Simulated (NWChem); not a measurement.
# Correlation energy of H3BN

```xyz
5

B      0.6865    -0.1024     0.0000
N     -0.6301     0.0975     0.0000
H      1.4617     0.8401     0.0000
H      1.1440    -1.2344     0.0000
H     -1.6270     0.2236     0.0000
```
Charge 0, spin multiplicity 2.

Everything below was run with NWChem. All single points use one geometry, from UB3LYP/def2-SVP, a minimum by its harmonic frequencies. It is one conformer; others weren't searched.

Basis set: cc-pVDZ. Each correlation energy counts from its own Hartree-Fock reference.

The correlated methods keep 2 core orbitals frozen. The structure started from a generated list of species. The unpaired electrons of the parent sit in orbitals of symmetry a' (Cs labels of the run); other states weren't searched. No SCF solution was tested for a lower state. Open-shell Hartree-Fock references start from PBE0 orbitals. Coupled-cluster values serve here as a point of comparison, not as the truth.

| method | correlation energy (mHa) |
|---|---|
| CCSD[T] on ROHF | -274.7 |
| CCSD[T] on UHF | [?] |
| CCSD on ROHF | -266.2 |
| SCS-UMP2 | -228.2 |
| CCSD on UHF | [?] |
| CCSD(T) on ROHF | -273.8 |
| URI-MP2 | -226.0 |
| CCSD(T) on UHF | -267.3 |
| UMP2 | -226.0 |

**Question.** Fill in the missing entries.

**Answer.** 
- CCSD[T] on UHF, correlation energy (mHa): -268.1
- CCSD on UHF, correlation energy (mHa): -260.2
